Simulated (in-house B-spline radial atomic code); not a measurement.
Values are calculated unless marked as measured or tabulated.
Correlation energy from the adiabatic connection: −Z/r, Z = 1.8

Two electrons in a singlet, external potential −Z/r, Z = 1.8 (atomic units). Full CI in B-splines (partial waves to l = 8, correlation up to 0.6 % small) with the density held fixed gives W(λ) = <V_ee>_λ − U, and E_c is the integral of W(λ) − W(0) from 0 to 1.

```
   λ  W(λ) − W(0) (hartree)
   0                0.00000
0.02               -0.00194
0.05               -0.00481
0.12               -0.01133
0.25               -0.02286
 0.4               -0.03528
 0.6               -0.05053
 0.8               -0.06444
   1               -0.07718
```

**Question.** Integrate the table by the trapezoid rule.

**Answer.** The strips give -0.00002, -0.00010, -0.00056, -0.00222, -0.00436, -0.00858, -0.01150, -0.01416, which sum to -0.04151 hartree. The direct value, W(1) − W(0) + T_c with T_c = 0.03559, is -0.04159; the curve is convex, so chords lie above it and the trapezoids fall short in size by 0.20 %.

**Question.** Now use only three numbers: W(0) = -0.89884, the initial slope W'(0) = -0.09737 (extrapolated from the first points) and the strong-coupling limit of the point-charge-plus-continuum model, W∞ = -1.284. What do second-order theory and the interpolation W(λ) = W∞ + (W(0) − W∞)/√(1 + 2χλ) of Seidl, Perdew and Levy give?

**Answer.** Second order keeps the slope alone: E_c = W'(0)/2 = -0.04868, +17 % in size against -0.04159. Matching the slope fixes χ = W'(0)/(W∞ − W(0)) = -0.09737/(-0.38516) = 0.25280. Integrating, with s = √(1 + 2χ) = 1.227032, E_c = −(W(0) − W∞)(s − 1)/(s + 1) = −0.38516 × 0.227032/2.227032 = -0.03926 hartree, -5.6 % in size against the full result. At λ = 1 the formula gives W − W(0) = -0.07126 against -0.07718. Part of the miss can come from the model's W∞.
